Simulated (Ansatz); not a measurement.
Several settings on one geometry of cyclo-(F2SiCH2)4 (C4H8F8Si4) (that of the charge 0 singlet, r2SCAN-D4/def2-SVP). Ansatz on 2 threads of AMD EPYC 7R13 on a shared host and a share (18 GiB) of an NVIDIA H100 80GB HBM3; times are rough.

```xyz
24

Si   -1.645   -1.090   -0.766
F    -3.035   -1.897   -0.955
F    -0.928   -1.081   -2.224
C    -2.038    0.660   -0.284
Si   -1.100    1.418    1.121
F    -1.898    2.731    1.631
F    -1.159    0.352    2.347
C     0.672    1.883    0.821
Si    1.476    1.319   -0.750
F     0.462    1.712   -1.957
F     2.818    2.191   -0.990
C     1.907   -0.482   -0.896
Si    1.269   -1.647    0.394
F     1.625   -0.984    1.835
F     2.115   -3.025    0.315
C    -0.541   -2.062    0.360
H    -1.927    1.288   -1.187
H    -3.107    0.681   -0.001
H     0.718    2.988    0.821
H     1.261    1.532    1.687
H     1.583   -0.822   -1.896
H     3.010   -0.550   -0.869
H    -0.918   -1.997    1.396
H    -0.621   -3.120    0.048
```

Totals from different functionals, basis sets or treatments of relativity can't be compared as stabilities.

The 6-31G sets use Cartesian d functions. Correlated methods freeze 32 core orbitals.

The spins typed aren't always the lowest for that charge.

Give the basis size and estimate the energy, ⟨S²⟩, dipole and time of these runs.

| run | method | charge | state | further keys |
| --- | --- | --- | --- | --- |
| 1 | UKS SVWN5/6-31++G** | 0 | singlet | fitting: {mean_field: def2-universal-jkfit}; accuracy: high; scf: {omitted_lower_state_checks: [starts]}; forces asked |
| 2 | UKS PBE/cc-pVTZ | 0 | triplet | fitting: {mean_field: def2-universal-jkfit}; final_grid: {core_spheres: 8, valence_spheres: 7, degree: 23}; scf: {lower_state_search: full}; forces asked |
| 3 | UKS PBE0-DH/aug-cc-pVDZ | -1 | doublet | fitting: {mean_field: def2-universal-jkfit} |


```
run  functions  energy (Eh)  ⟨S²⟩  dipole (D)  wall time
  1        368   -2103.5089  0.00        0.00      9.5 s
  2        608   -2113.2203  2.00        0.00       29 s
  3        456   -2113.1057  0.75           –       34 s
```
